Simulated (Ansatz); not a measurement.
Calculated with Ansatz (gas phase, PBE0-D4/def2-TZVP geometries, no zero-point term in ΔE). CCSD(T)/CBS adds triple-zeta CCSD(T) − MP2 to the extrapolated MP2 energy (def2 sets, frozen cores). This one scheme is used for every species. Elements past krypton have def2 core potentials. For In outer-core shells are correlated without core-valence functions, which leaves a few kJ/mol of doubt a bond. Each species was taken in one conformer, which may not be the lowest.

Reaction (ligand exchange at the In–C bond): `[CH3][InH][CH3]` + CH₃OH → `C[O][InH][CH3]` + CH₄

`[CH3][InH][CH3]`:

Z-matrix (Å, degrees):
```
C
In 1 2.160
H 1 1.093 2 109.9
H 1 1.093 2 109.8 3 -117.9
H 1 1.090 2 112.0 3 121.2
C 2 2.160 1 118.8 3 56.6
H 2 1.735 1 120.6 3 -123.4
H 6 1.093 2 109.8 1 -59.4
H 6 1.090 2 112.0 1 179.6
H 6 1.093 2 109.9 1 58.5
```

CH₃OH:

Cartesian coordinates in Å:
```
C -0.197 -0.047 -0.293
O 0.589 -0.421 0.815
H -0.481 -0.965 -0.808
H 0.352 0.585 -1.002
H -1.116 0.475 0.004
H 0.853 0.373 1.283
```

`C[O][InH][CH3]`:

```xyz
11

C    -1.848    0.453   -0.135
O    -1.054    0.795    0.960
In    0.881    0.331    1.122
C     1.611   -0.753   -0.573
H    -1.312   -0.103   -0.920
H    -2.695   -0.171    0.181
H    -2.266    1.354   -0.606
H     1.499    0.921    2.599
H     2.666   -1.002   -0.460
H     1.037   -1.673   -0.692
H     1.481   -0.151   -1.474
```

CH₄:

Z-matrix (Å, degrees):
```
C
H 1 1.090
H 1 1.090 2 109.5
H 1 1.090 2 109.5 3 -120.0
H 1 1.090 2 109.5 3 120.0
```

| species | CCSD/def2-SVP energy (Eh) |
| --- | --- |
| `[CH3][InH][CH3]` | -269.36211 |
| CH₃OH | -115.31607 |
| `C[O][InH][CH3]` | -344.35371 |
| CH₄ | -40.35331 |

Task: Work out ΔE.

Result: ΔE = (-344.35371) + (-40.35331) − (-269.36211) − (-115.31607) = -0.02884 Eh = -75.7 kJ/mol. CCSD(T)/CBS gives -70.2 kJ/mol.

Largest T1 diagnostic among the species: 0.015.

Leaving LDA and LC-ωPBE aside and taking each functional with its dispersion term where it has one, the values, not all of them listed here, spread over 17.5 kJ/mol, from BLYP-D4 to PBE-QIDH. From r2SCAN to r2SCAN0 (25 % exact exchange), in def2-TZVPP and without D4, ΔE moves by +7.9 kJ/mol.
